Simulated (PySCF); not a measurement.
Spinor energies of Sn⁺ (tin, charge +1)

Start: [Kr] 4d10 5s1 5p2; 5s1/2 filled at m_j = +1/2; 5p3/2 filled at m_j = +1/2, +3/2. Calculated with PySCF 2.14 in x2c-SVPall-2c with one added diffuse shell each of s, p type (7s9p4d, 54 functions): generalised Hartree-Fock with the X2C-1e Hamiltonian and a Gaussian nucleus; one run each with spin-orbit coupling (SO) switched off, then screened by Boettger's factors. This is a chosen level, not necessarily the ground level.

```json
{"spinor shell": "1s1/2", "electrons": "2", "ε, spin-free (eV)": "-29351.6", "ε, screened SO (eV)": "-29349.0", "weight of nominal j (screened SO)": "1.000", "rms radius, screened SO (bohr)": "0.0333"}
{"spinor shell": "2s1/2", "electrons": "2", "ε, spin-free (eV)": "-4530.6", "ε, screened SO (eV)": "-4529.9", "weight of nominal j (screened SO)": "1.000", "rms radius, screened SO (bohr)": "0.136"}
{"spinor shell": "2p1/2", "electrons": "2", "ε, spin-free (eV)": "-4062.2", "ε, screened SO (eV)": "-4222.4", "weight of nominal j (screened SO)": "1.000", "rms radius, screened SO (bohr)": "0.118"}
{"spinor shell": "2p3/2", "electrons": "4", "ε, spin-free (eV)": "-4062.2", "ε, screened SO (eV)": "-3989.1", "weight of nominal j (screened SO)": "1.000", "rms radius, screened SO (bohr)": "0.123"}
{"spinor shell": "3s1/2", "electrons": "2", "ε, spin-free (eV)": "-921.43", "ε, screened SO (eV)": "-921.29", "weight of nominal j (screened SO)": "1.000", "rms radius, screened SO (bohr)": "0.361"}
{"spinor shell": "3p1/2", "electrons": "2", "ε, spin-free (eV)": "-764.37", "ε, screened SO (eV)": "-794.54", "weight of nominal j (screened SO)": "1.000", "rms radius, screened SO (bohr)": "0.354"}
{"spinor shell": "3p3/2", "electrons": "4", "ε, spin-free (eV)": "-764.37", "ε, screened SO (eV)": "-750.57", "weight of nominal j (screened SO)": "1.000", "rms radius, screened SO (bohr)": "0.366"}
{"spinor shell": "3d3/2", "electrons": "4", "ε, spin-free (eV)": "-522.90", "ε, screened SO (eV)": "-528.12", "weight of nominal j (screened SO)": "1.000", "rms radius, screened SO (bohr)": "0.340"}
{"spinor shell": "3d5/2", "electrons": "6", "ε, spin-free (eV)": "-522.90", "ε, screened SO (eV)": "-519.34", "weight of nominal j (screened SO)": "1.000", "rms radius, screened SO (bohr)": "0.343"}
{"spinor shell": "4s1/2", "electrons": "2", "ε, spin-free (eV)": "-169.30", "ε, screened SO (eV)": "-169.33", "weight of nominal j (screened SO)": "1.000", "rms radius, screened SO (bohr)": "0.873"}
{"spinor shell": "4p1/2", "electrons": "2", "ε, spin-free (eV)": "-119.49", "ε, screened SO (eV)": "-124.91", "weight of nominal j (screened SO)": "0.999", "rms radius, screened SO (bohr)": "0.931"}
{"spinor shell": "4p3/2", "electrons": "4", "ε, spin-free (eV)": "-119.49", "ε, screened SO (eV)": "-117.08", "weight of nominal j (screened SO)": "1.000", "rms radius, screened SO (bohr)": "0.956"}
{"spinor shell": "4d3/2", "electrons": "4", "ε, spin-free (eV)": "-44.836", "ε, screened SO (eV)": "-45.558", "weight of nominal j (screened SO)": "0.955", "rms radius, screened SO (bohr)": "1.18"}
{"spinor shell": "5s1/2", "electrons": "1", "ε, spin-free (eV)": "-24.820", "ε, screened SO (eV)": "-24.820", "weight of nominal j (screened SO)": "0.999", "rms radius, screened SO (bohr)": "2.50"}
{"spinor shell": "5p3/2", "electrons": "2", "ε, spin-free (eV)": "-15.411", "ε, screened SO (eV)": "-15.342", "weight of nominal j (screened SO)": "0.790", "rms radius, screened SO (bohr)": "3.06"}
```

**Question.** Where does 4d5/2 lie, and what is the 4d spin-orbit splitting (screened SO)?

**Answer.** At -44.432 eV, 1.126 eV above 4d3/2.

```csv
quantity,spin-free,screened SO
E (hartree),-6172.00744,-6173.42915
M_J,5/2,5/2
⟨J²⟩,8.757,8.757
⟨L²⟩,2.004,2.053
⟨S²⟩,3.753,3.743
```

Each row is a mean over spinors that exchange with the open shell spreads, by up to 0.765 eV (4s1/2).

Rows whose weight is well below 1 are mixtures of j = l ± 1/2: exchange outweighs spin-orbit coupling there, and the label is only the starting occupation.

Breit and QED terms are absent; they matter most for the inner s and p1/2 levels.

Densities and radii are taken from the X2C orbitals without a picture-change correction, which distorts them close to the nucleus.

Without spin-orbit coupling the j labels of p, d and f shells carry no meaning; the spin-free column gives the mean over the occupied spinors of each nl shell.
